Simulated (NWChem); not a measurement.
System: CH3CdFO; SMILES [F][Cd][O]C

NWChem input:

```
start job
memory heap 200 mb stack 900 mb global 1100 mb
geometry units angstroms noautoz
  Cd    -0.510278    -0.483682    -0.009871
  F     -1.194232    -2.282499     0.001850
  O      0.329565     1.284937    -0.004152
  C     -0.395262     2.474432     0.002984
  H     -1.036552     2.605379     0.898933
  H      0.318523     3.319168     0.001561
  H     -1.046072     2.610865    -0.885215
end
basis spherical
  Cd library def2-svp
  F library def2-svp
  O library def2-svp
  C library def2-svp
  H library def2-svp
end
ecp
  Cd library def2-ecp
end
dft
  xc rpbe cpbe96
  iterations 150
  mulliken
end
task dft energy
```

NWChem printed, in part:

```
             Northwest Computational Chemistry Package (NWChem) 7.3.0
             --------------------------------------------------------

 C1  symmetry detected

                             Geometry "geometry" -> ""
                             -------------------------

 Output coordinates in angstroms (scale by  1.889725989 to convert to a.u.)

  No.       Tag          Charge          X              Y              Z
 ---- ---------------- ---------- -------------- -------------- --------------
    1 Cd                  48.0000     0.06121655    -0.34207507    -0.00261854
    2 F                    9.0000    -0.22022203    -2.24585272     0.00718311
    3 O                    8.0000     0.50115704     1.56573556     0.00703051
    4 C                    6.0000    -0.46242125     2.57162057     0.00105708
    5 H                    1.0000    -1.12819200     2.56243288     0.88863214
    6 H                    1.0000     0.05308035     3.55004267     0.00533035
    7 H                    1.0000    -1.11601312     2.56419462    -0.89550726

 Effective nuclear repulsion energy (a.u.)     348.4658697636

 Summary of "ao basis" -> "ao basis" (spherical)
 ------------------------------------------------------------------------------
       Tag                 Description            Shells   Functions and Types
 ---------------- ------------------------------  ------  ---------------------
 Cd                         def2-svp                11       31   5s3p2d1f
 F                          def2-svp                 6       14   3s2p1d
 O                          def2-svp                 6       14   3s2p1d
 C                          def2-svp                 6       14   3s2p1d
 H                          def2-svp                 3        5   2s1p

            General Information
            -------------------
          SCF calculation type: DFT
          Wavefunction type:  closed shell.
          No. of atoms     :     7
          No. of electrons :    46
           Alpha electrons :    23
            Beta electrons :    23
          Charge           :     0
          Spin multiplicity:     1
          Use of symmetry is: off; symmetry adaption is: off
          Maximum number of iterations: 150
          AO basis - number of functions:    88
                     number of shells:    38
          Convergence on energy requested:  1.00D-06
          Convergence on density requested:  1.00D-05
          Convergence on gradient requested:  5.00D-04

              XC Information
              --------------
                          RPBE Exchange Functional  1.000
            Perdew 1991 LDA Correlation Functional  1.000 local
           PerdewBurkeErnz. Correlation Functional  1.000 non-local

             Grid Information
             ----------------
          Grid used for XC integration:  medium
          Radial quadrature: Mura-Knowles
          Angular quadrature: Lebedev.
          Tag              B.-S. Rad. Rad. Pts. Rad. Cut. Ang. Pts.
          ---              ---------- --------- --------- ---------
          Cd                  1.55      123          11.0       590
          F                   0.50       49          13.0       434
          O                   0.60       49           8.0       434
          C                   0.70       49          11.0       434
          H                   0.35       45          12.0       434
          Grid pruning is: on
          Number of quadrature shells:   405
          Spatial weights used:  Erf1

      Superposition of Atomic Density Guess
      -------------------------------------

 Sum of atomic energies:        -405.07999881

      Non-variational initial energy
      ------------------------------

 Total energy =    -380.743571
 1-e energy   =    -941.344535
 2-e energy   =     384.893102
 HOMO         =      -0.359929
 LUMO         =      -0.110069

     ---------------------------------------------
      Total Density - Mulliken Population Analysis
     ---------------------------------------------

    Atom       Charge   Shell Charges
 -----------   ------   -------------------------------------------------------
    1 Cd  20    18.58  -0.37  1.61  0.75  0.36  0.13  5.95  0.14  0.05  9.13  0.83  0.00
    2 F    9     9.78   1.99  1.15  0.81  3.58  2.24  0.00
    3 O    8     8.94   1.99  1.10  0.73  3.05  2.06  0.01
    4 C    6     5.88   1.99  0.92  0.22  1.85  0.85  0.05
    5 H    1     0.93   0.69  0.22  0.02
    6 H    1     0.94   0.70  0.22  0.02
    7 H    1     0.93   0.69  0.22  0.02

   convergence    iter        energy       DeltaE   RMS-Dens  Diis-err
 ---------------- ----- ----------------- --------- --------- ---------
 d= 0,ls=0.0,diis     1   -382.4336410269 -5.58D+02  3.49D-02  1.07D+00
 d= 0,ls=0.0,diis     2   -380.9871990545  1.45D+00  2.24D-02  1.58D+01
 d= 0,ls=0.0,diis     3   -382.5019864264 -1.51D+00  9.59D-03  6.83D-01
 d= 0,ls=0.0,diis     4   -382.5444806960 -4.25D-02  3.64D-03  3.34D-01
 d= 0,ls=0.0,diis     5   -382.5783007480 -3.38D-02  6.43D-04  4.44D-03
  Resetting Diis
 d= 0,ls=0.0,diis     6   -382.5786296395 -3.29D-04  3.93D-04  1.32D-03
 d= 0,ls=0.0,diis     7   -382.5787924759 -1.63D-04  2.99D-04  9.89D-05
 d= 0,ls=0.0,diis     8   -382.5787211804  7.13D-05  2.16D-04  7.19D-04
 d= 0,ls=0.0,diis     9   -382.5788029099 -8.17D-05  3.24D-05  2.43D-05
 d= 0,ls=0.0,diis    10   -382.5788051631 -2.25D-06  5.87D-06  9.21D-07
 d= 0,ls=0.0,diis    11   -382.5788052532 -9.01D-08  1.38D-06  1.62D-08

         Total DFT energy =     -382.578805253249
      One electron energy =     -943.312944485757
           Coulomb energy =      426.123245635191
    Exchange-Corr. energy =      -41.096969333845
 Nuclear repulsion energy =      175.707862931162

 Numeric. integr. density =       45.999998315819

                       DFT Final Molecular Orbital Analysis
                       ------------------------------------

 Vector   21  Occ=2.000000D+00  E=-2.759627D-01
              MO Center= -2.2D-01, -2.0D+00,  5.7D-03, r^2= 1.1D+00
   Bfn.  Coefficient  Atom+Function         Bfn.  Coefficient  Atom+Function
  ----- ------------  ---------------      ----- ------------  ---------------
    35      0.633683  2 F  px                38     -0.450283  2 F  px
    15     -0.190653  1 Cd d -2              12     -0.099496  1 Cd px
    36     -0.070125  2 F  py                 9     -0.066323  1 Cd px
     6      0.054699  1 Cd px                50     -0.048707  3 O  py
    64      0.048026  4 C  py                39      0.046905  2 F  py

 Vector   22  Occ=2.000000D+00  E=-2.338685D-01
              MO Center=  2.2D-01,  1.6D+00,  3.0D-03, r^2= 2.4D+00
   Bfn.  Coefficient  Atom+Function         Bfn.  Coefficient  Atom+Function
  ----- ------------  ---------------      ----- ------------  ---------------
    49      0.428886  3 O  px                 4     -0.333079  1 Cd s
    52      0.320953  3 O  px                50      0.257940  3 O  py
    79     -0.234013  6 H  s                 53      0.189809  3 O  py
     2      0.187286  1 Cd s                 63     -0.184657  4 C  px
    80     -0.158077  6 H  s                 84      0.129380  7 H  s

 Vector   23  Occ=2.000000D+00  E=-2.104480D-01
              MO Center=  1.6D-01,  1.6D+00,  5.5D-03, r^2= 1.9D+00
   Bfn.  Coefficient  Atom+Function         Bfn.  Coefficient  Atom+Function
  ----- ------------  ---------------      ----- ------------  ---------------
    51      0.568541  3 O  pz                54      0.431960  3 O  pz
    74     -0.202641  5 H  s                 84      0.200872  7 H  s
    75     -0.177020  5 H  s                 85      0.175916  7 H  s
    16     -0.165717  1 Cd d -1              65     -0.154479  4 C  pz
    37      0.107300  2 F  pz                14      0.083028  1 Cd pz

 Vector   24  Occ=0.000000D+00  E=-9.237934D-02
              MO Center= -5.1D-02, -2.4D-01, -1.8D-02, r^2= 4.2D+00
   Bfn.  Coefficient  Atom+Function         Bfn.  Coefficient  Atom+Function
  ----- ------------  ---------------      ----- ------------  ---------------
     5      0.741751  1 Cd s                  4      0.329666  1 Cd s
     2     -0.303632  1 Cd s                 19     -0.278171  1 Cd d  2
    36      0.264188  2 F  py                48     -0.263374  3 O  s
    50      0.239024  3 O  py                39     -0.194173  2 F  py
    53      0.182865  3 O  py                34     -0.177998  2 F  s

 Vector   25  Occ=0.000000D+00  E=-3.229652D-02
              MO Center=  1.2D-01, -3.4D-01, -2.9D-03, r^2= 5.8D+00
   Bfn.  Coefficient  Atom+Function         Bfn.  Coefficient  Atom+Function
  ----- ------------  ---------------      ----- ------------  ---------------
    12      0.816481  1 Cd px                62      0.354533  4 C  s
     9      0.285387  1 Cd px                 6     -0.230668  1 Cd px
    13     -0.215315  1 Cd py                35      0.162098  2 F  px
    38     -0.142302  2 F  px                80     -0.140481  6 H  s
    75     -0.108926  5 H  s                 61      0.106025  4 C  s

 Vector   26  Occ=0.000000D+00  E=-2.956022D-02
              MO Center=  1.1D-02, -2.7D-01,  1.7D-02, r^2= 5.8D+00
   Bfn.  Coefficient  Atom+Function         Bfn.  Coefficient  Atom+Function
  ----- ------------  ---------------      ----- ------------  ---------------
    14      0.839091  1 Cd pz                11      0.278541  1 Cd pz
     8     -0.227826  1 Cd pz                68     -0.163978  4 C  pz
    85     -0.158514  7 H  s                 37      0.156879  2 F  pz
    75      0.155856  5 H  s                 51     -0.149037  3 O  pz
    40     -0.139566  2 F  pz                54     -0.132228  3 O  pz

     ---------------------------------------------
      Total Density - Mulliken Population Analysis
     ---------------------------------------------

[...]
```

Level: RPBE/def2-SVP with def2 effective core potentials on Cd. Coordinates come from a PBE0/def2-SVP optimisation. def2 effective core potentials on Cd; no spin-orbit coupling.
